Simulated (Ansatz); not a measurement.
Relaxation of C2H5Te (8 atoms, charge 1, multiplicity 1), to a largest force component of 0.015 eV/Å in at most 40 steps.

Level of theory: Ansatz, RKS PBE0-D4/def2-SVPD.

```xyz
8
Properties=species:S:1:pos:R:3
C -0.091 1.077 -0.244
C -0.171 -0.343 0.002
Te 1.317 -1.468 0.778
H -0.904 1.588 0.291
H -0.334 1.283 -1.296
H 0.865 1.529 0.014
H -1.108 -0.836 -0.253
H 0.427 -2.829 0.708
```

Q: Where does it end, and by what steps?

A: The run converged. Limits of this set-up: the dipole of an ion depends on the origin. After 4 steps the energy has fallen by 0.041 eV; H7 moved furthest, 0.04 Å.

```json
{"step": "0", "energy less start (eV)": "0.0000", "largest force component (eV/Å)": "1.005", "accepted": "yes"}
{"step": "1", "energy less start (eV)": "-0.0372", "largest force component (eV/Å)": "0.296", "accepted": "yes"}
{"step": "2", "energy less start (eV)": "-0.0408", "largest force component (eV/Å)": "0.087", "accepted": "yes"}
{"step": "3", "energy less start (eV)": "-0.0409", "largest force component (eV/Å)": "0.035", "accepted": "yes"}
{"step": "4", "energy less start (eV)": "-0.0410", "largest force component (eV/Å)": "0.005", "accepted": "yes"}
```

```xyz
8
Properties=species:S:1:pos:R:3
C -0.085 1.090 -0.243
C -0.159 -0.344 0.008
Te 1.306 -1.452 0.763
H -0.914 1.584 0.300
H -0.324 1.272 -1.310
H 0.868 1.566 0.014
H -1.094 -0.864 -0.235
H 0.401 -2.851 0.703
```

Whether the end is a true minimum wasn't checked by a vibrational analysis.

Time of the run: 19 s on 2 threads of Arm Neoverse V1, with other jobs on the host, peak memory 0.27 GiB.
